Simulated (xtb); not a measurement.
CH₁₀O₂Si₃, SMILES O[Si@H]([SiH3])[Si@@H](C)O. All values are semi-empirical tight-binding results from xtb (GFN2-xTB unless named), good for trends rather than for accurate numbers. The structure is a stationary point at GFN2-xTB. The structure was generated by enumeration; whether it is a known compound was not checked. One conformer was computed; it need not be the lowest.

Computed properties:
| Quantity | Result |
|---|---|
| orbital gap | 3.70 eV |
| dipole moment | 0.68 D |
| zero-point energy | 65.3 kcal/mol |
| G − E(el) at 298.15 K (modified RRHO) | 41.3 kcal/mol |
| static polarisability (D4 model) | 108.4 bohr³ |
| solvation energy, GFN2-xTB/ALPB(water) | -7.6 kcal/mol |
| solvation energy, GFN2-xTB/ALPB(octanol) | -9.4 kcal/mol |
